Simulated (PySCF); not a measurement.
# Telling isomers of C5H5N3 apart by NMR

One computed conformer, rapidly exchanging positions averaged, no relativistic terms, no solvent model. Shieldings: GIAO PBE0/pcSseg-1; structure optimised with GFN2-xTB; PySCF 2.14.

Referencing at the same level of theory: TMS for 1H, 13C. Where no couplings were computed, multiplicities follow the n + 1 count of equivalent neighbours, and m marks all less simple cases (inequivalent or close neighbours, rings, F or P nearby). Shifts are as computed. Against solution values, carbons near 30 ppm lie about +3 ppm off and those near 130 ppm about +5 ppm. Of 1309 compounds with measured shifts, 239 miss one by over three times the rms of a fit or turn the order of signals round; such compounds aren't used in these exercises.

(1) Tabulate the signals of `C#Cc1cnnn1C`, `C#CCn1ccnn1` and their relative energies.

(2) What is the quickest way to tell C#Cc1cnnn1C from C#CCn1ccnn1?

Results:

(1) 
| SMILES | carbon types | δC | δH | E rel. (kcal/mol) |
| --- | --- | --- | --- | --- |
| C#Cc1cnnn1C | 2×C 2×CH 1×CH3 | 144.6, 126.2, 101.6, 75.4, 35.7 | 7.98 (s, 1H), 4.23 (s, 3H), 3.64 (s, 1H) | 0.0 |
| C#CCn1ccnn1 | 1×C 3×CH 1×CH2 | 139.3, 129.3, 83.1, 82.2, 40.5 | 7.91 (m, 1H), 7.89 (m, 1H), 5.30 (d, 2H), 1.95 (t, 1H) | 7.7 |

Energies are electronic energies at PBE0/pcSseg-1 on these geometries, without zero-point or thermal terms, each for the one conformer computed, which needn't be the lowest.

(2) Both give the same number of carbon signals, but DEPT or the intensities differ. The first has a methyl carbon bonded to N (CH3) at 35.7 ppm, the second a propargylic sp3 CH2 bonded to N at 40.5 ppm. Their most deshielded carbons lie at 144.6 and 139.3 ppm.
